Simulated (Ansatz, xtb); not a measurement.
Ligand exchange: HCl + HI → ICl + H2

Species: HCl (hydrogen chloride), singlet; HI (hydrogen iodide), singlet; ICl (iodine monochloride), singlet; H2 (hydrogen), singlet. The partners trade H for I: Cl–H and H–I bonds give way to Cl–I and H–H.

Shapes, held fixed at every level: PBE0-D4/def2-TZVP. Programs: Ansatz 0.2.0, xtb 6.7.1. The zero-point and thermal change to 298 K, harmonic and unscaled (PBE0-D4/def2-TZVP), is -2.3 kJ/mol.

**Question.** Estimate ΔH(298 K) of this reaction.

**Answer.** The highest level, CCSD(T)/def2-TZVPP, gives ΔH(298 K) = +103.5 kJ/mol; the levels span -107.1 to +124.2. They disagree on the sign: 8 of 9 are positive. GFN0-xTB strays far from the other rows. The column of differences is taken from that level and isn't an error. No measured value is set beside it here. For atoms past krypton def2 sets carry core potentials with scalar relativity. Outer-core shells of I are correlated in most correlated rows, in sets that cover them unevenly.

```
                level                    kind  ΔH(298 K) (kJ/mol)  less CCSD(T)/def2-TZVPP
             GFN0-xTB          semi-empirical              -107.1                   -210.6
        HF/def2-TZVPP            Hartree–Fock              +110.8                     +7.3
     SPW92/def2-TZVPP                     LDA               +94.1                     -9.4
  B3LYP-D4/def2-TZVPP           global hybrid               +82.0                    -21.5
  BHLYP-D4/def2-TZVPP           global hybrid               +92.5                    -11.0
r2SCAN0-D4/def2-TZVPP           global hybrid               +96.8                     -6.7
   wB97M-V/def2-TZVPP  range-separated hybrid               +91.1                    -12.4
        CCSD/def2-SVP   coupled cluster or CI              +124.2                    +20.7
   CCSD(T)/def2-TZVPP   coupled cluster or CI              +103.5                      0.0
```
